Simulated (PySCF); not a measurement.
A PySCF script (with the pyscf-properties extension) for the NMR shieldings of C3H9BN2, on a GFN2-xTB geometry:

```python
import basis_set_exchange as bse
import numpy as np
from pyscf import gto, dft
from pyscf.prop import nmr

atoms = """
C     2.761012    0.769492   -1.045907
C     1.859130    0.571068   -0.276057
B     0.718631    0.303530    0.723175
N     0.702234   -0.971356    1.336808
N    -0.751643    0.221349   -0.683865
C    -2.071218   -0.124503   -0.191135
H     3.556202    0.951879   -1.711977
H     0.271809    1.211037    1.332744
H     1.196209   -1.764175    0.967768
H     0.114627   -1.202985    2.116542
H    -0.409817   -0.453135   -1.358001
H    -0.726822    1.145554   -1.096716
H    -2.832347   -0.160059   -0.980092
H    -2.020318   -1.099900    0.290861
H    -2.372103    0.610193    0.553940
"""
names = dict.fromkeys(["C", "B", "N", "H"], "pcSseg-1")
basis = {el: gto.basis.parse(bse.get_basis(n, elements=[el], fmt="nwchem")) for el, n in names.items()}
mol = gto.M(atom=atoms, basis=basis, charge=0, verbose=0)
mf = dft.RKS(mol, xc="PBE0")
mf.grids.level = 2
mf.grids.alignment = dft.numint.BLKSIZE   # the property module wants whole blocks of grid points
mf.conv_tol = 1e-9
mf.kernel()

calc = nmr.RKS(mf)   # GIAO
C = mf.mo_coeff
Co = C[:, mf.mo_occ > 0]
resp = mf.gen_response(singlet=True, hermi=2)
def vind(x):   # induced exchange potential for any number of trial vectors
    d = np.einsum("pi,xij,qj->xpq", C, 2 * x.reshape(-1, C.shape[1], Co.shape[1]), Co, optimize=True)
    return np.einsum("xpq,pi,qj->xij", resp(d - d.transpose(0, 2, 1)), C, Co, optimize=True).ravel()
mo1, _ = nmr.rhf.solve_mo1(calc, with_cphf=vind)
sigma = calc.kernel(mo1)
for i, s in enumerate(sigma):   # ppm
    print("%2d %-2s %9.2f" % (i, mol.atom_pure_symbol(i), np.trace(s) / 3))
```

Question: What are the results?

Answer: 
```
 0 C      96.05
 1 C      86.38
 2 B      97.74
 3 N     216.60
 4 N     199.19
 5 C     159.53
 6 H      30.03
 7 H      28.17
 8 H      30.32
 9 H      29.85
10 H      31.04
11 H      30.27
12 H      29.09
13 H      29.24
14 H      29.51
```

These numbers come from an equivalent density-fitted implementation of the same equations, which agrees with the script to about 0.01 ppm for H and up to a few tenths of a ppm for heavy atoms, so last digits may differ.

Size and cost of the density-fitted run: 147 basis functions, 30 s wall time on 1 thread of an Arm Neoverse N1, shared host; peak memory 0.7 GiB.
